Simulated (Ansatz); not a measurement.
```xyz
15

C    -1.2878    0.5977   -1.1227
C    -0.6985    0.6160    0.2754
N     0.5724   -0.0987    0.3866
Si    0.5424   -1.7329    0.9597
P     2.0287    0.6178   -0.1163
H    -2.2309    1.1492   -1.1475
H    -1.4820   -0.4262   -1.4497
H    -0.6097    1.0615   -1.8421
H    -1.4116    0.1695    0.9794
H    -0.5463    1.6498    0.6068
H     1.9397   -2.2011    1.1104
H    -0.1890   -2.6390    0.0284
H    -0.1766   -1.7832    2.2634
H     1.6759    1.1121   -1.4084
H     1.8734    1.9076    0.4766
```

The species carries charge 0 and has multiplicity 1.

Task: List the PBE0/def2-TZVPP orbital energies in eV (the Gaussian-basis code of Ansatz). (Best estimate.)

Result: The calculation gave: Occupied: -2101.21, -1802.69, -391.43, -279.26, -278.02, -179.94, -144.99, -129.24, -129.19, -129.09, -99.67, -99.64, -99.63, -25.17, -20.98, -18.09, -16.91, -14.73, -13.22, -12.89, -12.08, -11.20, -10.66, -10.49, -9.82, -9.65, -9.44, -7.33, -7.09. Lowest empty: 0.07, 0.86, 1.15, 1.34, 1.46, 1.97, 2.17, 2.34.
